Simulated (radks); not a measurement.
Problem. All-electron atom: Mo in [Kr] 4d5 5s0.75 5p0.25 (fractional occupations, a model configuration). Calculated with a radial shooting solver on a logarithmic mesh with Libxc functionals: Dirac Kohn-Sham, XLYP, spin-unpolarised, spherical densities, point nucleus; open shells are shared between the two j in proportion to 2j + 1. Some entries of the table are withheld. Estimate them.

| orbital | occ. | eigenvalue (eV) | <r^2> (bohr^2) | <r> (bohr) |
|---|---|---|---|---|
| 1s1/2 | 2 | -19819.47 | 0.001668 | 0.03516 |
| 2s1/2 | 2 | (1) | 0.02779 | 0.1534 |
| 2p1/2 | 2 | -2575.056 | 0.02098 | 0.1307 |
| 2p3/2 | 4 | -2468.410 | 0.02235 | 0.1353 |
| 3s1/2 | 2 | -476.4129 | 0.2108 | 0.4288 |
| 3p1/2 | 2 | -391.2730 | 0.2089 | 0.4234 |
| 3p3/2 | 4 | -373.7171 | 0.2193 | 0.4340 |
| 3d3/2 | 4 | -223.1480 | 0.2056 | 0.4133 |
| 3d5/2 | 6 | -219.8241 | 0.2090 | 0.4168 |
| 4s1/2 | 2 | -64.6123 | 1.389 | 1.106 |
| 4p1/2 | 2 | -40.4424 | 1.698 | 1.216 |
| 4p3/2 | 4 | -37.9401 | 1.789 | 1.247 |
| 5s1/2 | 0.75 | -4.3294 | 14.75 | (2) |
| 4d3/2 | 2 | -4.1288 | 4.949 | 1.977 |
| 4d5/2 | 3 | -3.9237 | 5.123 | 2.009 |
| 5p1/2 | 0.0833333 | -1.3197 | (3) | 5.331 |
| 5p3/2 | 0.166667 | -1.2265 | (4) | 5.529 |

Solution. 
(1) 2s1/2 eigenvalue (eV): -2798.867
(2) 5s1/2 <r> (bohr): 3.574
(3) 5p1/2 <r^2> (bohr^2): 33.95
(4) 5p3/2 <r^2> (bohr^2): 36.50
